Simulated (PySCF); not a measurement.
SMILES N#Cc1ccc(S)s1, singlet (GFN2-xTB optimised geometry):

```
11

N     -2.267    -3.185     0.000
C     -1.565    -2.276     0.000
C     -0.710    -1.174     0.000
C      0.662    -1.174     0.000
C      1.213     0.114     0.000
C      0.257     1.095     0.000
S      0.563     2.818     0.000
S     -1.349     0.447     0.001
H      1.243    -2.079     0.000
H      2.267     0.324    -0.001
H     -0.718     3.185     0.000
```

Level of theory: PySCF with PBE/def2-TZVP.

### Question
What are the frontier orbital energies and the dipole moment?

### Answer
HOMO-2 -7.66 eV, HOMO-1 -7.09 eV, HOMO -5.77 eV, LUMO -2.59 eV, LUMO+1 -1.97 eV; dipole moment 4.47 D.

Meta-Löwdin charges at PBE/def2-TZVP: N1 -0.21, C2 0.09, C3 -0.17, C4 -0.11, C5 -0.17, C6 -0.20, S7 0.05, S8 0.32, H9 0.15, H10 0.14, H11 0.11.
